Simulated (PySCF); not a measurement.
C4H8N2O2SSi.
SMILES: `CS(=O)(=O)C1=CN=CN1[SiH3]`

Torsions of this conformer, `[CH3:1][S:2](=[O:3])(=[O:4])[c:5]1[cH:6][n:7][cH:8][n:9]1[SiH3:10]`: C1–S2–C5–C6 83°.

The closed-shell ground state was solved at several levels (PySCF, density fitting, gas phase, non-relativistic). Isolated species at its PBE0-D3(BJ)/def2-SVP geometry (one conformer only).

```tsv
level	basis functions	HOMO (eV)	LUMO (eV)	gap (eV)	dipole (D)
KT3/pcSseg-1	224	-6.46	-1.73	4.73	3.62
PBE0/pcSseg-1	224	-7.61	-0.91	6.70	3.89
```

Q: What might CAM-B3LYP/def2-SVPD (281 basis functions) give for the same quantities?

A: HOMO -8.93 eV, LUMO 0.10 eV, gap 9.03 eV, dipole 4.04 D.

Q: Over all these levels, which gives the widest orbital gap and which the narrowest?

A: CAM-B3LYP/def2-SVPD (range-separated hybrid) has the widest, 9.03 eV, and KT3/pcSseg-1 (GGA) the narrowest, 4.73 eV. Functional and basis both differ between the two, so the spread mixes both effects.

Q: How far do the dipole and the HOMO energy spread over the levels?

A: The dipole runs from 3.62 to 4.04 D (mean 3.85 D) and the HOMO from -8.93 to -6.46 eV.
